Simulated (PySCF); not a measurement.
C3H9BClN. Atoms are numbered in the order given.

```xyz
15

B      0.4391     0.3327     0.0000
Cl    -0.5864     1.8173     0.0000
C      2.0078     0.5254     0.0000
H      2.4705     0.0551     0.8852
H      2.4705     0.0551    -0.8852
H      2.2898     1.5871     0.0000
N     -0.1919    -0.9204     0.0000
C     -1.6285    -1.1407     0.0000
C      0.5613    -2.1633     0.0000
H     -1.9347    -1.7186     0.8910
H     -1.9347    -1.7186    -0.8910
H     -2.1639    -0.1855     0.0000
H      0.3176    -2.7718    -0.8902
H      0.3176    -2.7718     0.8902
H      1.6404    -1.9746     0.0000
```

The structure is a stationary point at B3LYP-D3(BJ)/def2-SVP. Other conformers were not sampled.

The numbers are results of r2SCAN/def2-TZVP run with PySCF, not measurements.

Symmetry labels are those of the subgroup Cs that the program uses (full group Cs).

### Question
List the valence orbital energies around the gap with their symmetry. (An estimate is asked for; the answer gives what the named calculation found.)

### Answer

```tsv
orbital	symmetry	energy (eV)
HOMO−7	A"	-10.00
HOMO−6	A'	-9.84
HOMO−5	A'	-9.66
HOMO−4	A'	-9.20
HOMO−3	A'	-8.69
HOMO−2	A"	-8.11
HOMO−1	A'	-7.20
HOMO	A"	-6.20
LUMO	A"	-0.10
LUMO+1	A'	0.75
LUMO+2	A'	1.72
LUMO+3	A'	1.88
```
